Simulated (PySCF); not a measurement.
## Bond curve of Be2

Set-up: basis Be 6-311G(d,p); no relativity; PySCF 2.14. Energies in eV from Be + Be in their ground configurations at the same level. All curves are PBE0. state 1: ¹Σg⁺ (singlet), closed shell; state 2: triplet, unpaired electrons σ ↑↑, a second solution, started from another occupation; state 3: Ms = 0 determinant of mixed spin (⟨S²⟩ near 1.1), unpaired electrons σ ↑, π ↓, a second solution, started from another occupation.

```
R (Å)  state 1  state 2  state 3
2.161  -0.1316   0.1795   0.6868
2.262  -0.2167   0.2168   0.8051
2.362  -0.2619   0.2966   0.9530
2.438  -0.2774   0.3763   1.0766
2.513  -0.2816   0.4683   1.2067
2.588  -0.2776   0.5692   1.3406
2.689  -0.2638   0.7128   1.5209
2.815  -0.2385   0.9002   1.7441
2.965  -0.2037   1.1270   2.0012
3.166  -0.1582   1.4205   2.3181
```

Question: Put a parabola through the three lowest points of the state 1 curve and estimate Re, k and ωe (reduced mass 4.506 u; 1 eV/Å² = 0.16022 mdyn/Å; ωe = 1302.8·√(k/μ) cm⁻¹).

Answer: Through R = 2.438, 2.513, 2.588 Å the second-order coefficient is 0.729 eV/Å², so Re ≈ 2.514 Å, k ≈ 0.234 mdyn/Å and ωe ≈ 297 cm⁻¹. A polynomial fit of higher order to the unrounded PBE0 energies gives Re = 2.510 Å, k = 0.232 mdyn/Å, ωe = 296 cm⁻¹; anharmonicity and rounding make the difference.

The higher-order fit for each curve: state 1: Re = 2.510 Å, ωe = 296 cm⁻¹, De = 0.282 eV. State 2 gave no clean fit. State 3 gave no clean fit.

Closed-shell solutions of metal pairs were not tested for spin polarisation, which can lower them a little. The bond is weak. Basis-set superposition, not corrected here, can be much of De in a small basis, most of all at correlated wavefunction levels. Functionals without a dispersion term scatter widely for such bonds, and LDA overbinds them.
